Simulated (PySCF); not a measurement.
Computed with ωB97X-D3(BJ)/def2-TZVP // B3LYP-D3(BJ)/def2-TZVP run with PySCF. Gas-phase values, no solvent. 

Reference species (SMILES): `[I][Al]([I])[I]` (neutral, multiplicity 1).

```yaml
dipole_moment: 0.00 D
```

Changed species: `[CH3][Al]([CH3])[CH3]` (whole molecule; the reference has whole molecule).

Q: Give the shifts of the dipole moment.

A: the dipole moment is nearly the same.
